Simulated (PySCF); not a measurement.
A structure optimised at PBE-D3(BJ)/def2-SVP, used in a PySCF frequency run:

```xyz
12

C      2.3170     0.5250    -0.0521
C      1.0383    -0.2698     0.0878
C      0.2930    -0.7976    -1.1259
C     -0.2825     0.3311    -0.3137
Cl    -1.7261     0.0574     0.6846
H      2.4894     1.1725     0.8322
H      2.2888     1.1782    -0.9483
H      3.1950    -0.1454    -0.1579
H      0.9834    -0.9218     0.9762
H      0.6764    -0.5567    -2.1312
H     -0.1964    -1.7796    -1.0414
H     -0.2875     1.3448    -0.7453
```

Task: Write its SMILES and formula.

Result: C[C@@H]1C[C@H]1Cl, C₄H₇Cl

Task: What are its rotational constants (standard atomic weights)?

Result: 9.6595, 2.1849, 1.9565 GHz
